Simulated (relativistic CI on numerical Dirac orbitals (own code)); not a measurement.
## Crystal-field levels of Nb2+, 4d3

Calculated by Dirac-Coulomb-Breit CI, separate exchange-only KLI orbitals for each configuration, a model potential for QED, valence Slater integrals scaled by 0.85, one configuration in a parametric crystal field (own radial code).

Field parameters in Wybourne normalisation: Oh B⁴₀ = 21Dq, B⁴₄ = √(5/14) B⁴₀. The field is a parameter set, without covalency.

S is read from ⟨S²⟩ = S(S + 1).

Levels (cm⁻¹, degeneracy): 0 (4), 11649 (4), 12093 (4), 12214 (2), 18392 (4), 18593 (2), 23375 (2), 23507 (4), 23693 (4), 23709 (2), 29973 (2), 30065 (4).

(1) Which field gives this pattern?
A. Oh, 10Dq = 16000 cm⁻¹
B. Oh, 10Dq = 4700 cm⁻¹
C. Oh, 10Dq = 19800 cm⁻¹
D. Oh, 10Dq = 23550 cm⁻¹

## Answers

(1) D. Oh, 10Dq = 23550 cm⁻¹, ground level with S = 1.50.
